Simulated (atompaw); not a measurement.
**Which change was made? (Ca, PAW (atompaw))**

atompaw 4.2.0.5 input, output lines left out:

```
Ca 20
GGA-PBE scalarrelativistic loggrid 1500 logderivrange -6 5 276
4 4 3 0 0 0
4 0 1.5
4 1 0.5
3 2 0
0 0 0
c
c
v
v
c
v
v
v
2
2.25 1.85 2.15 1.60
n
n
y
1.65
n
custom polynom2 7 10 vanderbiltortho sinc
3 0.5 troulliermartins
1.30
2.25
1.30
2.05
2.25
1.85
```

Cutoffs, loose and tight: the cutoffs (Ry, on a coarse ladder) from which the occupation-weighted sum of valence levels, in a spherical-Bessel basis at the reference potential, stays within 10 and 1 mRy of its value at 400 Ry. They see the waves, projectors and local potential, not the compensation charge or the core.

The base gives: outcome: generated; cutoff, loose: 35 Ry; cutoff, tight: 200 Ry; bound ghosts: none.

(1) After one change the result is: outcome: failed: atompaw: The overlap operator has at least one negative eigenvalue!. Which change was it?
A. all radii scaled by about 0.79 (s 1.02, p 1.02, d 1.78 bohr); local potential troulliermartins scheme with l = 3 at 0.5 Ry, radius 1.70 bohr; augmentation sinc compensation charge, radius 1.46 bohr; PAW radius 1.78 bohr; waves and projectors: custom polynom2 7 10 vanderbiltortho; core correction smooth core density matched at 1.26 bohr
B. all radii scaled by about 1.27 (s 1.66, p 1.66, d 2.86 bohr); local potential troulliermartins scheme with l = 3 at 0.5 Ry, radius 2.74 bohr; augmentation sinc compensation charge, radius 2.36 bohr; PAW radius 2.86 bohr; waves and projectors: custom polynom2 7 10 vanderbiltortho; core correction smooth core density matched at 2.04 bohr
C. all radii scaled by about 0.89 (s 1.16, p 1.16, d 2.00 bohr); local potential troulliermartins scheme with l = 3 at 0.5 Ry, radius 1.92 bohr; augmentation sinc compensation charge, radius 1.64 bohr; PAW radius 2.00 bohr; waves and projectors: custom polynom2 7 10 vanderbiltortho; core correction smooth core density matched at 1.42 bohr
D. all radii scaled by about 1.05 (s 1.36, p 1.36, d 2.36 bohr); local potential troulliermartins scheme with l = 3 at 0.5 Ry, radius 2.24 bohr; augmentation sinc compensation charge, radius 1.94 bohr; PAW radius 2.36 bohr; waves and projectors: custom polynom2 7 10 vanderbiltortho; core correction smooth core density matched at 1.68 bohr

Results:

(1) A. The others give: all radii scaled by about 1.27 (s 1.66, p 1.66, d 2.86 bohr); local potential troulliermartins scheme with l = 3 at 0.5 Ry, radius 2.74 bohr; augmentation sinc compensation charge, radius 2.36 bohr; PAW radius 2.86 bohr; waves and projectors: custom polynom2 7 10 vanderbiltortho; core correction smooth core density matched at 2.04 bohr → outcome: generated; cutoff, loose: 21 Ry; cutoff, tight: 35 Ry; bound ghosts: none | all radii scaled by about 1.05 (s 1.36, p 1.36, d 2.36 bohr); local potential troulliermartins scheme with l = 3 at 0.5 Ry, radius 2.24 bohr; augmentation sinc compensation charge, radius 1.94 bohr; PAW radius 2.36 bohr; waves and projectors: custom polynom2 7 10 vanderbiltortho; core correction smooth core density matched at 1.68 bohr → outcome: generated; cutoff, loose: 25 Ry; cutoff, tight: 180 Ry; bound ghosts: none | all radii scaled by about 0.89 (s 1.16, p 1.16, d 2.00 bohr); local potential troulliermartins scheme with l = 3 at 0.5 Ry, radius 1.92 bohr; augmentation sinc compensation charge, radius 1.64 bohr; PAW radius 2.00 bohr; waves and projectors: custom polynom2 7 10 vanderbiltortho; core correction smooth core density matched at 1.42 bohr → outcome: generated; cutoff, loose: 45 Ry; cutoff, tight: 260 Ry; bound ghosts: none.
